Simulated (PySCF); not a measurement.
**Re²⁺ (rhenium, charge +2) across methods**

[Xe] 4f14 5d5, high-spin 6S determinant. Computed with PySCF 2.14 in aug-cc-pwCVTZ-PP with ECP60MDF, with scalar relativity through the core potential. The B2PLYP total includes its PT2 part (frozen core); its orbital energies are those of the SCF part.

```json
{"method": "r2SCAN0", "E (hartree)": "-77.5856", "mean ε 5p α (eV)": "-69.133", "mean ε 5p β (eV)": "-63.799", "mean ε 5d α (eV)": "-24.503", "Σ⟨r²⟩ (bohr²)": "30.58", "⟨S²⟩": "8.752"}
{"method": "PBE0", "E (hartree)": "-77.5791", "mean ε 5p α (eV)": "-68.035", "mean ε 5p β (eV)": "-63.470", "mean ε 5d α (eV)": "-24.255", "Σ⟨r²⟩ (bohr²)": "30.78", "⟨S²⟩": "8.751"}
{"method": "r2SCAN", "E (hartree)": "-77.6235", "mean ε 5p α (eV)": "-66.138", "mean ε 5p β (eV)": "-61.785", "mean ε 5d α (eV)": "-23.023", "Σ⟨r²⟩ (bohr²)": "30.66", "⟨S²⟩": "8.752"}
{"method": "UHF", "E (hartree)": "-77.04277", "mean ε 5p α (eV)": "-77.846", "mean ε 5p β (eV)": "-68.853", "mean ε 5d α (eV)": "-28.192", "Σ⟨r²⟩ (bohr²)": "30.56", "⟨S²⟩": "8.753"}
{"method": "LDA", "E (hartree)": "-77.3859", "mean ε 5p α (eV)": "-64.470", "mean ε 5p β (eV)": "-61.307", "mean ε 5d α (eV)": "-22.801", "Σ⟨r²⟩ (bohr²)": "31.22", "⟨S²⟩": "8.750"}
{"method": "B2PLYP", "E (hartree)": "-77.3922", "mean ε 5p α (eV)": "-71.666", "mean ε 5p β (eV)": "-65.600", "mean ε 5d α (eV)": "-25.535", "Σ⟨r²⟩ (bohr²)": "30.72", "⟨S²⟩": "8.751"}
{"method": "PBE", "E (hartree)": "-77.5997", "mean ε 5p α (eV)": "-64.506", "mean ε 5p β (eV)": "-61.248", "mean ε 5d α (eV)": "-22.725", "Σ⟨r²⟩ (bohr²)": "30.99", "⟨S²⟩": "8.751"}
```

Q: Estimate the same row for BLYP.

A: E (hartree) = -77.5475; mean ε 5p α (eV) = -64.360; mean ε 5p β (eV) = -61.263; mean ε 5d α (eV) = -22.394; Σ⟨r²⟩ (bohr²) = 31.05; ⟨S²⟩ = 8.750.

Energies and moments cover only the electrons outside the core potential. Spin-orbit coupling, which splits the p, d and f shells strongly at this Z, is absent.
